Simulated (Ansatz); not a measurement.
Cu₂Ag₇⁻, relaxed as a singlet with RKS PBE0-D4/def2-SVP in Ansatz, starting from the PBE0-D4/def2-SVP geometry of the neutral doublet. Force threshold 0.03 eV/Å.

In the def2 sets Ag takes a core potential; there is no spin–orbit coupling. The structure comes from a short search, and lower isomers may exist.

Start:

Cartesian coordinates in Å:
```
Ag 1.325 0.882 1.316
Ag -1.186 -2.441 -0.406
Ag -2.701 -0.029 -0.504
Ag 0.952 2.225 -1.299
Ag -1.125 1.981 0.629
Ag 2.479 -0.182 -1.174
Ag 1.264 -1.835 0.790
Cu -0.083 -0.087 -0.795
Cu -0.925 -0.514 1.444
```

```json
{"step": "1", "energy (eV)": "-117256.8918", "largest force component (eV/Å)": "0.286", "SCF passes": "27"}
{"step": "2", "energy (eV)": "-117256.9519", "largest force component (eV/Å)": "0.088", "SCF passes": "33"}
{"step": "3", "energy (eV)": "-117256.9602", "largest force component (eV/Å)": "0.049", "SCF passes": "33"}
{"step": "4", "energy (eV)": "-117256.9608", "largest force component (eV/Å)": "0.024", "SCF passes": "34"}
```

Force components are those of the run's own axes.

End:

```xyz
9

Ag    1.3274    0.8862    1.2606
Ag   -1.2001   -2.5164   -0.3256
Ag   -2.7783   -0.0067   -0.4289
Ag    0.9803    2.3162   -1.2295
Ag   -1.1250    1.9669    0.5646
Ag    2.5644   -0.1990   -1.1134
Ag    1.2545   -1.8297    0.7305
Cu   -0.0853   -0.0912   -0.8544
Cu   -0.9379   -0.5263    1.3961
```

By distances, no bond broke or formed. The bond that changes most is Ag4–Ag6, from 2.85 to 2.97 Å (atoms count from 1).

No frequencies were taken in this run, so the end may be a saddle point.

Run time 82 s (6 threads of Intel Xeon on a shared host), peak host memory 1.9 GiB.
